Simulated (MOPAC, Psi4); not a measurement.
Two rigid molecules brought together: Br2Ge ··· HCl (SMILES [Br][Ge][Br] and Cl). Monomers: optimised at B3LYP-D3(BJ) (def2-TZVP), held rigid. Orientation: lowest of the rigid-body minima from ten starts at GFN2-xTB. R is the distance of the centres of mass, along which the second monomer moves. The table gives interaction energies.

```csv
R / Å,A,B,C
2.79,-5.85,0.52,5.49
2.98,-5.93,-1.75,2.32
3.15,-5.06,-2.67,0.70
3.42,-3.50,-3.02,-0.59
3.65,-2.57,-2.81,-1.00
3.99,-1.70,-2.25,-1.10
4.46,-0.97,-1.50,-0.89
5.19,-0.47,-0.76,-0.53
6.16,-0.24,-0.34,-0.27
7.49,-0.12,-0.14,-0.13
```

Energies in kcal/mol.

Problem. Match the curves with the methods HF/aug-cc-pVTZ, counterpoise-corrected in Psi4; PM6, restricted, heats of formation in MOPAC; DF-SCS-MP2/aug-cc-pVTZ, frozen core, counterpoise-corrected in Psi4 1.11.

Solution. A is PM6; B is SCS-MP2/aug-cc-pVTZ; C is HF/aug-cc-pVTZ.
